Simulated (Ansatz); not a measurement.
Molecule: SO3 (charge 0, singlet). SMILES: O=S(=O)=O
Structure (B3LYP-D3(BJ)/def2-TZVP (Ansatz, a quantum-chemistry and plane-wave program) minimum search):
```xyz
4

O     -0.7068    -1.2388    -0.0328
S      0.0000     0.0000     0.0000
O     -0.7195     1.2319     0.0059
O      1.4264     0.0069     0.0269
```

CCSD(T) with Ansatz in growing basis sets, 24 correlated electrons. Valence correlation only, unless marked. UHF or UKS for open shells. No spin-orbit coupling. Non-relativistic. Costs are ratios of core time to the smallest set, on shared machines of one kind, and rough; they hold the program's checks for lower states.

```json
[
 {"basis": "cc-pV(T+d)Z", "functions": "129", "cost over smallest": "1×", "E(corr) (Eh)": "-0.9219", "electronic atomisation energy (kcal/mol)": "320.8"},
 {"basis": "cc-pV(Q+d)Z", "functions": "229", "cost over smallest": "7×", "E(corr) (Eh)": "-0.9923", "electronic atomisation energy (kcal/mol)": "334.6"}
]
```

Formally CCSD grows as o²v⁴ and (T) as o³v⁴; with o = 12 and v going from 109 to 209 both grow 14-fold in the last step, while integrals and the mean field grow more slowly. That step adds 70.4 mEh of correlation energy and 13.9 kcal/mol to the atomisation energy.
